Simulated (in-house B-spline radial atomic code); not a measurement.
The numbers below are computed, except where a source is named.
Building a PAW s channel for Co, r_c = 2.22 bohr

Co, [Ar] 3d7 4s2, non-relativistic PBE, spherical and spin-unpolarised, from an all-electron radial atomic-structure program (B-spline basis) (atomic units; all potentials screened as in the neutral atom).

Two all-electron partial waves φ1, φ2 are integrated outwards at E1 = ε(4s) = -0.197169 and E2 = E1 + 2 hartree; φ1 is the bound orbital and φ2 has unit norm inside r_c = 2.2202 bohr. Smooth partners are polynomials, r^1(a0 + a1 r² + a2 r⁴ + a3 r⁶), matched to φ and three derivatives at r_c, with no condition on the norm. The local potential is -4.18729 + (2.09631) r² + (-0.441077) r⁴ + (0.0339571) r⁶ inside 1.8178 bohr and the all-electron one outside.

```json
{"wave": "1", "φ(r_c)": "0.6292335", "φ'(r_c)": "0.05386965", "a0": "0.2460381", "a1": "0.06167702", "a2": "-0.01568682", "a3": "0.0009560496"}
{"wave": "2", "φ(r_c)": "0.3128976", "φ'(r_c)": "2.577309", "a0": "-2.35684", "a1": "0.7575875", "a2": "-0.04912738", "a3": "-0.0003583858"}
```

Inside r_c the overlaps are <φi φj> = [[0.29401, -0.40122], [-0.40122, 1.00000]] and, for the smooth waves, [[0.33615, -0.70525], [-0.70525, 2.92589]]. With χj = (Ej − T − V_local) applied to smooth wave j, the program's quadrature gives the matrix B_ij = <smooth i, χj> as [[0.25946, -1.79227], [-1.18421, 8.80904]].

Check the match of the first wave, and find the augmentation charges q_ij.

At r_c the four terms are 0.54625, 0.67499, -0.84624, 0.25423, which sum to 0.6292, φ1(r_c) to rounding. q_ij is the all-electron overlap less the smooth one: [[-0.04215, 0.30403], [0.30403, -1.92589]]. The smooth first wave has a norm of 0.3362 inside r_c against 0.2940, so q11 is negative and must stay small enough for the overlap operator to be positive.

B isn't symmetric. Show that D_ij = B_ij + Ej q_ij is.

Integrating by parts gives B12 − B21 = (E1 − E2) q12: -1.79227 − (-1.18421) = -0.60806, and −2 × (0.30403) = -0.60806. So D12 = -1.79227 + (1.802831)(0.30403) = -1.24416 and D21 = -1.18421 + (-0.197169)(0.30403) = -1.24416; D11 = 0.26777, D22 = 5.33699. The projectors, p = (B⁻¹)ᵀ χ, are dual to the smooth waves; det B = 0.16.

Solving (T + V_local + Σ p D p) ψ = E (1 + Σ p q p) ψ in a sphere of 9 bohr, whose wall lifts the free-atom level a little, gives these levels:

```json
{"all-electron": "-0.196755", "one projector": "-0.196755", "two projectors": "-15.907800"}
{"all-electron": "0.087698", "one projector": "0.086259", "two projectors": "-0.196755"}
{"all-electron": "0.428948", "one projector": "0.404752", "two projectors": "0.087686"}
{"all-electron": "0.925335", "one projector": "0.646305", "two projectors": "0.428891"}
{"all-electron": "1.569700", "one projector": "1.000260", "two projectors": "0.925243"}
```

What does the second projector gain?

With one projector the errors are 0.00, -1.44, -24.20 millihartree, and the level at 0.6463 is out of step with the all-electron series: an extra state, or one far too low, so the pairing ends there; skipping it, the next levels are off by +74.9 millihartree. With two a ghost lies below the reference level, so the set fails. The lowest eigenvalue of the overlap operator is 0.6899 with one and 0.006022 with two projectors. The smooth orbital alone needs a cutoff of 3.28 hartree for 1 millihartree of kinetic energy, against 7.68 for a norm-conserving Troullier-Martins orbital of the same radius, which is no gain while the set fails.
